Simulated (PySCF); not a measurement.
CH₄Al, SMILES [CH3][AlH], multiplicity 2.

Geometry: ωB97X-D3(BJ)/def2-TZVP. The multiplicity is an assumed one; other spin states were not compared. The isomer is the one that the SMILES or the coordinates give; other isomers of the formula were not compared.

Method: PySCF 2.14.0 with ωB97X-D3(BJ)/def2-TZVP.

Frequencies are harmonic and unscaled.

```tsv
mode	ν (cm⁻¹)	IR (km/mol)	moving atoms (share of kinetic energy)
1	116	1.3	H 95 %
2	464	31.7	H 96 %
3	538	0.7	H 85 %, C 14 %
4	631	49.0	C 48 %, Al 36 %, H 16 %
5	763	121.0	H 78 %, C 16 %
6	1219	11.5	H 81 %, C 19 %
7	1444	3.1	H 95 %
8	1457	6.2	H 95 %
9	1835	270.1	H 96 %
10	3038	8.3	H 97 %
11	3108	12.4	H 91 %, C 9 %
12	3150	8.4	H 91 %, C 9 %
```
